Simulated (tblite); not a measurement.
C4H6NO3S (doublet state).
Numbering: `[CH3:1][CH2:2][C@H:3]([C:4]#[N:5])[S:6]([O:7])(=[O:8])=[O:9]` (hydrogens: H10, H11, H12 on C1; H13, H14 on C2; H15 on C3)
Bond orders are those of one Lewis drawing.

Computed with GFN2-xTB (tblite), gas phase: L-BFGS steps from a force-field or distance-geometry start until the largest atomic force falls under 0.01 eV/Å.

Step 15: E = -813.2060 eV
```
atom  x, y, z in Å  |  force x, y, z in eV/Å
C1      1.6169   -0.3110    0.5934    0.005  -0.007  -0.010
C2      0.9034   -0.0534   -0.7264   -0.043   0.023  -0.021
C3     -0.4810    0.4950   -0.6259   -0.114  -0.028   0.032
C4     -0.6580    1.6066    0.2134    0.054   0.148   0.023
N5     -0.6857    2.5758    0.8261   -0.099  -0.063   0.083
S6     -1.7419   -0.7749    0.2221   -0.027   0.104  -0.029
O7     -1.1196   -1.0027    1.4896    0.044  -0.121  -0.077
O8     -1.6507   -1.7884   -0.7909    0.176  -0.078   0.163
O9     -2.8975    0.0674    0.1778   -0.053   0.034   0.060
H10     2.6906   -0.3672    0.4316    0.029  -0.052  -0.049
H11     1.4294    0.4781    1.3173   -0.069   0.023  -0.040
H12     1.2906   -1.2540    1.0238   -0.112   0.031   0.031
H13     1.4492    0.7331   -1.2711    0.131  -0.073  -0.061
H14     0.8979   -0.9467   -1.3533    0.004  -0.029   0.012
H15    -1.0480    0.5501   -1.5493    0.074   0.087  -0.116
```

Step 16: E = -813.2137 eV
```
atom  x, y, z in Å  |  force x, y, z in eV/Å
C1      1.6102   -0.3115    0.5937    0.024  -0.002  -0.029
C2      0.9030   -0.0546   -0.7307   -0.070   0.026   0.019
C3     -0.4789    0.5031   -0.6298   -0.068  -0.005   0.041
C4     -0.6523    1.6171    0.2115    0.000  -0.168  -0.123
N5     -0.7027    2.5701    0.8440   -0.065   0.146   0.172
S6     -1.7322   -0.7725    0.2212    0.038   0.088   0.095
O7     -1.1081   -0.9970    1.4914   -0.014  -0.107  -0.205
O8     -1.6398   -1.7859   -0.7913    0.189  -0.089   0.168
O9     -2.8909    0.0646    0.1783   -0.086   0.058   0.060
H10     2.6835   -0.3748    0.4309    0.034  -0.053  -0.027
H11     1.4267    0.4826    1.3143   -0.064  -0.010  -0.060
H12     1.2780   -1.2530    1.0259   -0.104   0.079   0.016
H13     1.4550    0.7254   -1.2799    0.116  -0.095  -0.040
H14     0.8934   -0.9545   -1.3495   -0.010   0.010   0.011
H15    -1.0494    0.5487   -1.5519    0.081   0.122  -0.098
```

Step 17: E = -813.2228 eV
```
atom  x, y, z in Å  |  force x, y, z in eV/Å
C1      1.6022   -0.3122    0.5932    0.029   0.007  -0.051
C2      0.9014   -0.0558   -0.7361   -0.069   0.017   0.051
C3     -0.4773    0.5138   -0.6346    0.017   0.042   0.016
C4     -0.6455    1.6304    0.2089   -0.088  -0.322  -0.143
N5     -0.7265    2.5620    0.8692   -0.011   0.170   0.128
S6     -1.7204   -0.7679    0.2208    0.082   0.070   0.177
O7     -1.0917   -0.9917    1.4903   -0.062  -0.071  -0.242
O8     -1.6204   -1.7839   -0.7877    0.156  -0.082   0.135
O9     -2.8840    0.0629    0.1801   -0.074   0.033   0.052
H10     2.6752   -0.3862    0.4297    0.019  -0.051   0.005
H11     1.4218    0.4883    1.3091   -0.042  -0.040  -0.077
H12     1.2590   -1.2498    1.0290   -0.081   0.127  -0.005
H13     1.4650    0.7129   -1.2926    0.070  -0.119  -0.003
H14     0.8868   -0.9643   -1.3441   -0.037   0.058   0.010
H15    -1.0500    0.5495   -1.5571    0.092   0.162  -0.054
```

Task: Estimate the geometry and energy of step 18. (The exact step hangs on the optimiser's Hessian estimate; all steps are aligned on step 17, rigid shifts and turns removed.)

Result: E = -813.2298 eV, largest force 0.375 eV/Å
```
atom  x, y, z in Å  |  force x, y, z in eV/Å
C1      1.5965   -0.3127    0.5917    0.015   0.015  -0.055
C2      0.8990   -0.0563   -0.7399   -0.032   0.006   0.050
C3     -0.4765    0.5230   -0.6385    0.086   0.071  -0.028
C4     -0.6420    1.6399    0.2074   -0.161  -0.330  -0.076
N5     -0.7464    2.5541    0.8897    0.038   0.101   0.030
S6     -1.7120   -0.7627    0.2214    0.099   0.028   0.132
O7     -1.0776   -0.9896    1.4857   -0.066  -0.022  -0.125
O8     -1.5996   -1.7839   -0.7808    0.078  -0.038   0.081
O9     -2.8798    0.0632    0.1829   -0.035  -0.023   0.036
H10     2.6695   -0.3968    0.4288   -0.009  -0.046   0.028
H11     1.4166    0.4921    1.3031   -0.008  -0.040  -0.075
H12     1.2412   -1.2445    1.0317   -0.055   0.137  -0.020
H13     1.4751    0.6997   -1.3032    0.017  -0.122   0.027
H14     0.8804   -0.9710   -1.3393   -0.066   0.079   0.006
H15    -1.0487    0.5536   -1.5628    0.099   0.184  -0.012
```

The energy changes by -0.0070 eV. The first-order estimate −F·Δx gives -0.0102 eV and the mean of the old and new forces, exact on a quadratic surface, -0.0070 eV. The step makes an angle of 74° with the force vector and moves no atom by more than 0.030 Å.

What follows is the cost of the whole relaxation. Hardware: one thread, Arm Neoverse V2 (aarch64), shared host with 96 logical CPUs at a one-minute load of 48. Cost: 0.59 s.
